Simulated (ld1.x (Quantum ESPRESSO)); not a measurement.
# Reading a pseudo-wave (silver (Ag))

Columns: radius, all-electron u(r) and pseudo u(r) of the 4d shell (level -29.15 eV) of silver in the configuration [Ar] 3d10 4s2 4p6 4d9 5s0 5p0; LDA (PZ), scalar-relativistic, TM scheme, ld1.x (Quantum ESPRESSO) 7.5.

| r (bohr) | all-electron | pseudo |
| --- | --- | --- |
| 0.072 | 0.1260 | -0.0021 |
| 0.145 | 0.3743 | -0.0170 |
| 0.217 | 0.4745 | -0.0540 |
| 0.290 | 0.3994 | -0.1193 |
| 0.362 | 0.2156 | -0.2105 |
| 0.435 | -0.0155 | -0.3235 |
| 0.507 | -0.2429 | -0.4453 |
| 0.580 | -0.4475 | -0.5679 |
| 0.652 | -0.6128 | -0.6780 |
| 0.725 | -0.7408 | -0.7716 |
| 0.798 | -0.8315 | -0.8437 |
| 0.870 | -0.8891 | -0.8928 |
| 0.942 | -0.9207 | -0.9214 |
| 1.015 | -0.9317 | -0.9317 |
| 1.088 | -0.9264 | -0.9264 |
| 1.160 | -0.9094 | -0.9094 |
| 1.232 | -0.8838 | -0.8838 |
| 1.305 | -0.8517 | -0.8517 |
| 1.378 | -0.8156 | -0.8156 |
| 1.450 | -0.7776 | -0.7776 |
| 1.522 | -0.7382 | -0.7382 |
| 1.595 | -0.6979 | -0.6979 |
| 1.668 | -0.6579 | -0.6579 |
| 1.740 | -0.6191 | -0.6191 |
| 1.812 | -0.5813 | -0.5813 |
| 1.885 | -0.5444 | -0.5444 |

How many radial nodes do the two functions have?

The all-electron 4d function has n − l − 1 = 1; the pseudo-wave has 0, since the states of the same l below it are removed with the core.

At about which radius was the pseudo-wave matched?

1.10 bohr. The columns agree to 0.0005 from 1.01 bohr on; several derivatives are matched, so the curves merge somewhat inside the radius.

Is the pseudo-wave norm-conserving?

Yes: the TM scheme keeps the norm inside the radius equal to the all-electron one, which fixes the energy derivative of the logarithmic derivative at the level.
